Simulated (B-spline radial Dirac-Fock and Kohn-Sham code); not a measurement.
Dipole and non-dipole photoemission parameters of Bi²⁺ 6p3/2

System: bismuth as Bi²⁺ in the configuration [Xe] 4f14 5d10 6s2 6p1; threshold 21.75 eV (orbital energy of the model). Method: Dirac-Hartree-Slater photoionisation with a Latter tail; cross sections with all multipoles, angular parameters from the dipole term and its interference with E2. Computed with a B-spline atomic structure program.

Input of the calculation (task.json; shells as n, l, electrons):

```json
{"items": [{
  "Z": 83,
  "q": 2,
  "cfg": [[1, 0, 2], [2, 0, 2], [2, 1, 6], [3, 0, 2], [3, 1, 6], [3, 2, 10], [4, 0, 2], [4, 1, 6], [4, 2, 10], [4, 3, 14], [5, 0, 2], [5, 1, 6], [5, 2, 10], [6, 0, 2], [6, 1, 1]],
  "A": 209,
  "rrms": 5.5211,
  "do": "xps",
  "hv": [57.2, 94.6, 150, 197.0, 200, 334.0, 600, 681.0, 898.0, 1120.0, 1750.0, 1970.0, 3090.0, 4000, 4640.0, 4980.0, 5140.0, 5414.7, 5810.0, 5960.0, 6000, 7560.0, 7610.0, 11700.0, 11800.0, 12000, 12400.0, 13100.0, 14100.0, 15000]
}]}
```

Launch: `python xray2_run.py task.json out`

For linearly polarised light dσ/dΩ = σ/(4π) [1 + β P₂(cos θ) + (δ + γ cos²θ) sin θ cos φ], with θ from the polarisation vector and φ the angle between the beam and the projection of the electron momentum on the plane normal to the polarisation.

| hν (eV) | σ (kb) | β | γ | δ |
| --- | --- | --- | --- | --- |
| 57.2 | 54.1 | 1.182 | 0.253 | -0.023 |
| 94.6 | 17.0 | 0.068 | 0.227 | -0.024 |
| 150 | 7.62 | -0.233 | -0.017 | 0.012 |
| 197 | 5.31 | -0.067 | -0.066 | 0.030 |
| 200 | 5.22 | -0.054 | -0.066 | 0.030 |
| 334 | 2.84 | 0.486 | 0.053 | 0.038 |
| 600 | 1.35 | 1.025 | 0.260 | 0.021 |
| 681 | 1.14 | 1.117 | 0.285 | 0.017 |
| 898 | 0.777 | 1.293 | 0.303 | 0.008 |
| 1120 | 0.561 | 1.408 | 0.278 | 0.002 |
| 1750 | 0.277 | 1.582 | 0.145 | -0.003 |
| 1970 | 0.227 | 1.617 | 0.101 | -0.003 |
| 3090 | 0.103 | 1.715 | -0.033 | 0.001 |
| 4000 | 0.0629 | 1.748 | -0.046 | 0.005 |
| 4640 | 0.0470 | 1.761 | -0.021 | 0.008 |
| 4980 | 0.0407 | 1.765 | 0.001 | 0.009 |
| 5140 | 0.0382 | 1.766 | 0.013 | 0.010 |
| 5414.7 | ? | ? | ? | ? |
| 5810 | 0.0296 | 1.770 | 0.071 | 0.012 |
| 5960 | 0.0281 | 1.770 | 0.086 | 0.012 |
| 6000 | 0.0277 | 1.770 | 0.090 | 0.012 |
| 7560 | 0.0168 | 1.767 | 0.265 | 0.017 |
| 7610 | 0.0166 | 1.767 | 0.271 | 0.017 |
| 11700 | 0.00615 | 1.732 | 0.793 | 0.027 |
| 11800 | 0.00602 | 1.730 | 0.805 | 0.027 |
| 12000 | 0.00578 | 1.728 | 0.830 | 0.028 |
| 12400 | 0.00534 | 1.724 | 0.880 | 0.029 |
| 13100 | 0.00468 | 1.716 | 0.966 | 0.031 |
| 14100 | 0.00390 | 1.704 | 1.085 | 0.033 |
| 15000 | 0.00335 | 1.694 | 1.188 | 0.036 |

Problem. Give the values at Cr Kα (5414.7 eV).

Solution. σ = 0.0343 kb, β = 1.768, γ = 0.035, δ = 0.010.
